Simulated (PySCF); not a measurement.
H2O, SMILES O. Atoms are numbered in the order given.

```xyz
3

O      0.0000     0.0000    -0.1169
H      0.0000    -0.7650     0.4675
H      0.0000     0.7650     0.4675
```
Charge 0, spin multiplicity 1.

Coordinates come from a B3LYP-D3(BJ)/def2-TZVP optimisation.

Computed with PySCF with PBE0/pcSseg-1.

GIAO shieldings, no solvent; atoms alike by connectivity are averaged. δ = σ(ref) − σ: ¹H against TMS (σ = 31.56 ppm), references at their B3LYP-D3(BJ)/def2-TZVP geometries, non-relativistic.

| nucleus | atoms | count | δ (ppm) |
|---|---|---|---|
| ¹H | H2, H3 | 2 | 0.71 |
